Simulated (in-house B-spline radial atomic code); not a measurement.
Orbital energies and mean radii along the 32-electron series, configuration [Ar] 3d10 4s2 4p2. The effective charge is n√(-2ε), a non-relativistic measure. Computed with a B-spline radial code for spherical atoms: non-relativistic Hartree-Fock, average of the configuration, point nuclei.

This level leaves out relativity, spin-orbit splitting included, which matters for heavy ions.

```
  ion   Z  energy of 3p (Eh)  mean radius of 3p (bohr)  energy of 2s (Eh)  mean radius of 2s (bohr)  effective charge of 3p
   Ge  32            -5.1673                   0.65092            -52.156                   0.21305                  9.6443
  As+  33            -6.2525                   0.62041            -56.685                   0.20596                  10.609
 Se2+  34            -7.4952                   0.59228            -61.512                   0.19932                  11.615
 Br3+  35            -8.8779                   0.56633            -66.621                   0.19309                  12.641
 Kr4+  36            -10.392                   0.54239            -72.004                   0.18723                  13.677
 Rb5+  37            -12.032                   0.52026            -77.655                    0.1817                  14.717
 Sr6+  38            -13.795                   0.49978             -83.57                   0.17649                  15.758
 Zr8+  40             -17.68                   0.46314            -96.185                    0.1669                  17.839
 Nb9+  41                  ?                         ?                  ?                         ?                       ?
Mo10+  42            -22.035                   0.43138            -109.83                   0.15828                  19.915
Tc11+  43            -24.386                   0.41705            -117.05                   0.15429                  20.951
Ru12+  44            -26.852                   0.40363            -124.51                   0.15049                  21.985
Rh13+  45            -29.432                   0.39103            -132.23                   0.14688                  23.017
Pd14+  46                  ?                         ?                  ?                         ?                       ?
Ag15+  47                  ?                         ?                  ?                         ?                       ?
Cd16+  48            -37.857                   0.35752            -156.92                   0.13698                  26.104
In17+  49            -40.891                   0.34758            -165.66                   0.13397                   27.13
```

Q: Fill in the row of Nb9+.

A: energy of 3p (Eh): -19.799; mean radius of 3p (bohr): 0.44671; energy of 2s (Eh): -102.88; mean radius of 2s (bohr): 0.16248; effective charge of 3p: 18.878.

Q: Fill in the row of Pd14+.

A: energy of 3p (Eh): -32.127; mean radius of 3p (bohr): 0.37919; energy of 2s (Eh): -140.21; mean radius of 2s (bohr): 0.14343; effective charge of 3p: 24.048.

Q: Fill in the row of Ag15+.

A: energy of 3p (Eh): -34.935; mean radius of 3p (bohr): 0.36804; energy of 2s (Eh): -148.44; mean radius of 2s (bohr): 0.14013; effective charge of 3p: 25.076.

Q: How does the screening of 3p change?

A: Z less the effective charge goes from 22.36 at Z = 32 to 21.87 at Z = 49.
